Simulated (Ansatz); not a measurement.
Consider the ligand exchange at the Si–C bond: `C[SiH2]NCO` + HBr → `OCN[SiH2]Br` + CH₄.

Gas-phase electronic energies from Ansatz, PBE0-D4/def2-TZVP geometries. CBS: MP2 limit from def2 TZ/QZ plus the TZ coupled-cluster correction, frozen cores. This one scheme is used for every species. DFT in def2-TZVPP. B3LYP here is the variant with VWN-RPA as its local correlation; programs differ in this. For Br outer-core shells are correlated without core-valence functions, which leaves a few kJ/mol of doubt a bond. Scalar relativity is left out up to krypton. One conformer a species, not always the lowest.

```tsv
level	ΔE (kcal/mol)	difference from CCSD(T)/CBS
PBE-D4	-25.1	0.7
r2SCAN-D4	-25.9	-0.1
PBE0-D4	-25.5	0.3
B3LYP-D4	-25.8	0.0
ωB97X-V	-25.3	0.5
ωB97M-V	-25.4	0.4
B2PLYP	-25.8	0.0
PBE	-25.0	0.8
r2SCAN	-26.0	-0.2
PBE0	-25.4	0.4
B3LYP	-25.6	0.2
HF/def2-TZVPP	-27.4	-1.6
MP2/def2-TZVPP	-26.1	-0.3
SCS-MP2/def2-TZVPP	-25.8	0.0
CCSD/def2-TZVPP	-24.7	1.1
CCSD(T)/def2-TZVPP	-24.6	1.2
HF/def2-QZVPP	-27.3	-1.5
MP2/def2-QZVPP	-26.7	-0.9
SCS-MP2/def2-QZVPP	-26.3	-0.5
HF/CBS(def2)	-27.3	-1.5
MP2/CBS(def2)	-27.3	-1.5
CCSD/CBS(def2)	-25.9	-0.1
CCSD(T)/CBS	-25.8	0
```

Largest T1 diagnostic among the species: 0.011.

In def2-TZVPP, CCSD(T) changes the Hartree–Fock value by +2.8 kcal/mol (the triples alone add +0.1 kcal/mol) and MP2 by +1.3 kcal/mol.
